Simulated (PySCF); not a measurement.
C$_{5}$H$_{4}$N, doublet (typed; the unrestricted solution is spin-contaminated), geometry from GFN2-xTB, with bond 8-4 at 2.0 times its length; PySCF with M062X/3-21G.

Input for PySCF:
```python
from pyscf import gto, scf, dft

mol = gto.Mole()
mol.atom = '''
    N    -0.002148    0.000375    1.319852
    C     0.002278   -0.000398   -1.399618
    C     0.014711    1.134855    0.662254
    C    -0.016868   -1.134478    0.662848
    C    -0.015410   -1.193668   -0.735457
    C     0.017805    1.193250   -0.736081
    H     0.026340    2.039951    1.254501
    H    -0.043982   -2.943997    1.848289
    H    -0.027889   -2.149059   -1.235791
    H     0.031913    2.148356   -1.236915
'''
mol.basis = '3-21g'
mol.charge = 0
mol.spin = 1
mol.verbose = 4
mol.build()

mf = dft.UKS(mol)
mf.xc = 'm062x'
mf.diis = False
mf.damp = 0.6
mf.diis_start_cycle = 200
mf.max_cycle = 150
mf.kernel()
mf.analyze()
```

It wrote (shortened):

```
PySCF version 2.14.0

[INPUT] verbose = 4
[INPUT] num. atoms = 10
[INPUT] num. electrons = 41
[INPUT] charge = 0
[INPUT] spin (= nelec alpha-beta = 2S) = 1
[INPUT] symmetry False subgroup None
[INPUT] Mole.unit = angstrom
[INPUT] Symbol           X                Y                Z      unit          X                Y                Z       unit  Magmom
[...]
nuclear repulsion = 195.670185634999
number of shells = 38
number of NR pGTOs = 102
number of NR cGTOs = 62
basis = 3-21g
ecp = {}

******** <class 'pyscf.dft.uks.UKS'> ********
method = UKS
initial guess = minao
damping factor = 0.6
level_shift factor = 0
DIIS disabled
SCF conv_tol = 1e-09
SCF conv_tol_grad = None
SCF max_cycles = 150
direct_scf = True
direct_scf_tol = 1e-13
number electrons alpha = 21  beta = 20
XC library pyscf.dft.libxc version 7.1.2
    S. Lehtola, C. Steigemann, M. J. T. Oliveira, and M. A. L. Marques,  SoftwareX 7, 1–5 (2018)
XC functionals = m062x
    Y. Zhao and D. G. Truhlar,  Theor. Chem. Acc. 120, 215 (2008)
    Y. Zhao and D. G. Truhlar,  Theor. Chem. Acc. 120, 215 (2008)
radial grids:
    Treutler-Ahlrichs [JCP 102, 346 (1995); DOI:10.1063/1.469408] (M4) radial grids

becke partition: Becke, JCP 88, 2547 (1988); DOI:10.1063/1.454033
pruning grids: <function nwchem_prune>
grids dens level: 3
symmetrized grids: False
atomic radii adjust function: <function treutler_atomic_radii_adjust>
small_rho_cutoff = 0
Set gradient conv threshold to 3.16228e-05
tot grids = 123728
init E= -247.200315939367

cycle= 1 E= -245.899833547301  delta_E=  1.3  |g|= 0.214  |ddm|= 2.57
cycle= 2 E= -245.928952975455  delta_E= -0.0291  |g|= 0.104  |ddm|= 0.249
cycle= 3 E= -245.93816048236  delta_E= -0.00921  |g|= 0.0687  |ddm|= 0.151
cycle= 4 E= -245.943027500641  delta_E= -0.00487  |g|= 0.0494  |ddm|= 0.0993
cycle= 5 E= -245.946058148047  delta_E= -0.00303  |g|= 0.0377  |ddm|= 0.0767
cycle= 6 E= -245.948122081673  delta_E= -0.00206  |g|= 0.0303  |ddm|= 0.0613
cycle= 7 E= -245.949600795193  delta_E= -0.00148  |g|= 0.0252  |ddm|= 0.0503
cycle= 8 E= -245.950696568463  delta_E= -0.0011  |g|= 0.0214  |ddm|= 0.0421
cycle= 9 E= -245.951531101181  delta_E= -0.000835  |g|= 0.0186  |ddm|= 0.0357
cycle= 10 E= -245.952182557899  delta_E= -0.000651  |g|= 0.0164  |ddm|= 0.0307
cycle= 11 E= -245.952702704628  delta_E= -0.00052  |g|= 0.0147  |ddm|= 0.0267
cycle= 12 E= -245.953126366976  delta_E= -0.000424  |g|= 0.0132  |ddm|= 0.0236
cycle= 13 E= -245.953477270416  delta_E= -0.000351  |g|= 0.012  |ddm|= 0.0211
cycle= 14 E= -245.953771812377  delta_E= -0.000295  |g|= 0.011  |ddm|= 0.019
cycle= 15 E= -245.954021534066  delta_E= -0.00025  |g|= 0.0101  |ddm|= 0.0174
cycle= 16 E= -245.954234747116  delta_E= -0.000213  |g|= 0.00933  |ddm|= 0.0159
cycle= 17 E= -245.954417604845  delta_E= -0.000183  |g|= 0.00863  |ddm|= 0.0146
cycle= 18 E= -245.954574806783  delta_E= -0.000157  |g|= 0.00799  |ddm|= 0.0135
cycle= 19 E= -245.954710060487  delta_E= -0.000135  |g|= 0.00739  |ddm|= 0.0125
cycle= 20 E= -245.954826382873  delta_E= -0.000116  |g|= 0.00685  |ddm|= 0.0116
cycle= 21 E= -245.954926295847  delta_E= -9.99e-05  |g|= 0.00633  |ddm|= 0.0107
cycle= 22 E= -245.955011952943  delta_E= -8.57e-05  |g|= 0.00586  |ddm|= 0.00991
cycle= 23 E= -245.955085221461  delta_E= -7.33e-05  |g|= 0.00541  |ddm|= 0.00915
cycle= 24 E= -245.955147736383  delta_E= -6.25e-05  |g|= 0.00499  |ddm|= 0.00845
cycle= 25 E= -245.955200936702  delta_E= -5.32e-05  |g|= 0.0046  |ddm|= 0.00779
cycle= 26 E= -245.955246091064  delta_E= -4.52e-05  |g|= 0.00424  |ddm|= 0.00717
cycle= 27 E= -245.955284317055  delta_E= -3.82e-05  |g|= 0.0039  |ddm|= 0.00659
cycle= 28 E= -245.955316596748  delta_E= -3.23e-05  |g|= 0.00358  |ddm|= 0.00605
cycle= 29 E= -245.955343790114  delta_E= -2.72e-05  |g|= 0.00328  |ddm|= 0.00555
cycle= 30 E= -245.955366647105  delta_E= -2.29e-05  |g|= 0.00301  |ddm|= 0.00508
cycle= 31 E= -245.955385818853  delta_E= -1.92e-05  |g|= 0.00276  |ddm|= 0.00465
[...]
converged SCF energy = -245.955480800945  <S^2> = 1.1507673  2S+1 = 2.3670803
Total Energy =                        -245.955480800945253
[...]
One-electron Energy =                 -717.026809997313194
Two-electron Energy =                  275.401143561368713
Two-electron Coulomb Energy =          310.498080646524841
DFT Exchange-Correlation Energy =      -35.096937085156114
**** MO energy ****
                             alpha | beta                alpha | beta
[...]
To work with the spin densities directly, `use mulliken_meta_spin()` only printing them here.

 ** Mulliken spin pop alpha/beta on meta-lowdin orthogonal AOs **
 ** Mulliken Spin Density (per AO)  **
spin_pop of  0 N 1s       -0.00000
spin_pop of  0 N 2s       -0.02514
spin_pop of  0 N 3s       -0.00017
spin_pop of  0 N 2px      -0.01228
spin_pop of  0 N 2py       0.00068
spin_pop of  0 N 2pz      -0.05295
spin_pop of  0 N 3px      -0.00005
spin_pop of  0 N 3py      -0.00022
spin_pop of  0 N 3pz      -0.00013
spin_pop of  1 C 1s        0.00000
spin_pop of  1 C 2s        0.15860
spin_pop of  1 C 3s        0.00198
spin_pop of  1 C 2px       0.07097
spin_pop of  1 C 2py       0.00749
spin_pop of  1 C 2pz       0.67256
spin_pop of  1 C 3px       0.00000
spin_pop of  1 C 3py      -0.00020
spin_pop of  1 C 3pz       0.00179
spin_pop of  2 C 1s        0.00000
spin_pop of  2 C 2s        0.00171
spin_pop of  2 C 3s        0.00007
spin_pop of  2 C 2px       0.00790
spin_pop of  2 C 2py      -0.01160
spin_pop of  2 C 2pz       0.01988
spin_pop of  2 C 3px       0.00003
spin_pop of  2 C 3py      -0.00023
spin_pop of  2 C 3pz      -0.00018
spin_pop of  3 C 1s       -0.00000
spin_pop of  3 C 2s       -0.10991
spin_pop of  3 C 3s       -0.00135
spin_pop of  3 C 2px      -0.03036
spin_pop of  3 C 2py      -0.24485
spin_pop of  3 C 2pz      -0.10750
spin_pop of  3 C 3px       0.00003
spin_pop of  3 C 3py      -0.00107
spin_pop of  3 C 3pz       0.00022
spin_pop of  4 C 1s       -0.00000
spin_pop of  4 C 2s       -0.00702
spin_pop of  4 C 3s        0.00006
spin_pop of  4 C 2px      -0.01787
spin_pop of  4 C 2py      -0.00547
spin_pop of  4 C 2pz      -0.01705
spin_pop of  4 C 3px      -0.00002
spin_pop of  4 C 3py      -0.00003
spin_pop of  4 C 3pz       0.00064
spin_pop of  5 C 1s        0.00000
spin_pop of  5 C 2s       -0.00383
spin_pop of  5 C 3s        0.00011
spin_pop of  5 C 2px      -0.01835
spin_pop of  5 C 2py      -0.00612
spin_pop of  5 C 2pz      -0.00726
spin_pop of  5 C 3px      -0.00006
spin_pop of  5 C 3py       0.00015
spin_pop of  5 C 3pz       0.00090
spin_pop of  6 H 1s        0.00854
spin_pop of  6 H 2s       -0.00000
spin_pop of  7 H 1s        0.69229
spin_pop of  7 H 2s        0.00191
spin_pop of  8 H 1s        0.01660
spin_pop of  8 H 2s        0.00023
spin_pop of  9 H 1s        0.01565
spin_pop of  9 H 2s        0.00024
 ** Mulliken Spin Density (per atom)  **
spin density of  0 N =     -0.09025
spin density of  1 C =      0.91319
spin density of  2 C =      0.01759
spin density of  3 C =     -0.49480
spin density of  4 C =     -0.04675
spin density of  5 C =     -0.03445
spin density of  6 H =      0.00854
spin density of  7 H =      0.69420
spin density of  8 H =      0.01683
spin density of  9 H =      0.01589
 ** Mulliken pop alpha/beta on meta-lowdin orthogonal AOs **
 ** Mulliken pop       alpha | beta **
In total            21.00000 | 20.00000
 ** Mulliken atomic charges   ( Nelec_alpha | Nelec_beta ) **
charge of  0N =     -0.19063  (     3.55019      3.64044 )
charge of  1C =      0.02157  (     3.44581      2.53262 )
charge of  2C =      0.01850  (     2.99955      2.98195 )
charge of  3C =      0.05444  (     2.72538      3.22018 )
charge of  4C =     -0.14110  (     3.04718      3.09393 )
charge of  5C =     -0.14972  (     3.05764      3.09208 )
charge of  6H =      0.12297  (     0.44279      0.43425 )
charge of  7H =     -0.00639  (     0.85030      0.15609 )
charge of  8H =      0.13546  (     0.44069      0.42386 )
charge of  9H =      0.13492  (     0.44048      0.42460 )
Dipole moment(X, Y, Z, Debye):  0.01940,  1.20846, -1.58740
```
